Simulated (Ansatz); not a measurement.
Geometry optimisation, UKS PBE0/6-31G* in Ansatz.

Input file:

```yaml
crystal:
  periodic: [false, false, false]
  atoms:
    - { symbol: Al, position_ang: [0.0, 0.0, 0.0] }
    - { symbol: F, position_ang: [0.0, 0.0, 1.94] }
    - { symbol: Cl, position_ang: [1.9312, 0.0, -1.115] }
    - { symbol: Cl, position_ang: [-1.9312, 0.0, -1.115] }
    - { symbol: Si, position_ang: [0.0, 0.0, 3.83] }
    - { symbol: H, position_ang: [-0.7436, -1.1581, 4.3174] }
    - { symbol: H, position_ang: [1.3747, -0.0649, 4.3174] }
    - { symbol: H, position_ang: [-0.6311, 1.223, 4.3174] }
magnetization:
  spin_polarized: true
  initial_magnetization: 1
basis:
  gaussian: { orbitals: "6-31G*" }
hamiltonian:
  xc: pbe0
relax:
  f_tol: 0.15
  max_steps: 25
  restrain:
    - { distance: [1, 4], at: 1.59, k: 30.0 }
    - { distance: [0, 1], at: 2.89, k: 30.0 }
```

Run as:

```bash
$ ansatz run input.yaml --threads 4 --pin off --max-ram 5120MiB --backend cpu --events-out ev --progress --plain --runs-dir out
```

Problem. Where does it end, and by what steps?

Solution. It converged. The restraints hold the end off the free minimum. After 5 steps the energy has fallen by 0.752 eV (the restraints' own energy left out); F2 moved furthest, 0.51 Å. Parted: Al1–F2 (1.94 → 2.90 Å).

```
step  energy less start (eV)  largest force component (eV/Å)  accepted
   0                  0.0000                           1.532       yes
   1                 -0.4659                           1.757       yes
   2                 -0.3888                           3.318       yes
   3                 -0.6412                           0.673       yes
   4                 -0.7418                           0.487       yes
   5                 -0.7520                           0.576       yes
```

```xyz
8
Properties=species:S:1:pos:R:3
Al 0.000 0.000 -0.447
F 0.002 0.000 2.448
Cl 1.804 0.000 -1.581
Cl -1.805 0.000 -1.581
Si 0.000 0.000 4.057
H -0.760 -1.184 4.531
H 1.405 -0.066 4.533
H -0.645 1.250 4.531
```

Run time: 17 s on 4 threads of Arm Neoverse V2, on a shared host, peak memory 0.32 GiB.
